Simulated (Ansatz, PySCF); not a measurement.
Potential energy curve for BeH (cation, charge +1), singlet.

- UKS-BP86/6-31G* = unrestricted BP86/6-31G*, spherical d run with PySCF
- UMP2 = MP2 on UHF/cc-pVDZ, frozen core run with Ansatz (a quantum-chemistry and plane-wave program)
- FCI = full CI/cc-pVDZ, frozen core run with Ansatz

Energies relative to the lowest point of each curve near equilibrium, in eV:

```
R / Å  UKS-BP86/6-31G*   UMP2
-----  ---------------  -----
1.08             0.755  0.719
1.13             0.449  0.420
1.22             0.122  0.106
1.29             0.016  0.011
1.33             0.000  0.000
1.43             0.062  0.078
1.52             0.208  0.241
1.64             0.480  0.543
2.38             2.258  2.325
3.23             2.864  2.662
3.59             2.949  2.692
5.20             2.976  2.718
```

What does FCI give at the same points?

1.08: 0.734; 1.13: 0.434; 1.22: 0.116; 1.29: 0.015; 1.33: 0.000; 1.43: 0.064; 1.52: 0.209; 1.64: 0.477; 2.38: 2.180; 3.23: 2.860; 3.59: 2.928; 5.20: 2.976 (eV).

The unrestricted determinant behind UKS-BP86/6-31G* is spin-contaminated at 2.19 to 5.20 Å (<S²> up to 0.9, against 0.00 for a pure singlet). The unrestricted determinant behind UMP2 is spin-contaminated at 1.76 to 5.20 Å (<S²> up to 1.0, against 0.00 for a pure singlet).
